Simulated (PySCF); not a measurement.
Excitations are Tamm–Dancoff values on a coarser integration grid. The basis has no diffuse functions, so Rydberg states are missing or too high.

Cartesian coordinates (Å):
SMILES: [NH2][AlH2]
```xyz
6

N     -0.9351    -0.0768     0.0230
Al     0.8287     0.0683    -0.0204
H     -1.4394    -0.9149     0.2680
H     -1.5814     0.6663    -0.1936
H      1.4447     1.4638    -0.4213
H      1.6825    -1.2067     0.3444
```
Charge 0, spin multiplicity 1.

### Question
Give the total energy, dipole moment, T1 excitation (TDA), S1 excitation (TDA), HOMO, S1–T1 gap (TDA), HOMO–LUMO gap and LUMO at the level TPSSh-D3(BJ)/def2-TZVP // B3LYP-D3(BJ)/def2-TZVP (PySCF).

### Answer

| Item | Result |
|---|---|
| total energy | -299.6612 Ha |
| dipole moment | 1.31 D |
| T1 excitation (TDA) | 4.76 eV |
| S1 excitation (TDA) | 6.02 eV |
| HOMO | -6.79 eV |
| S1–T1 gap (TDA) | 1.25 eV |
| HOMO–LUMO gap | 5.87 eV |
| LUMO | -0.91 eV |
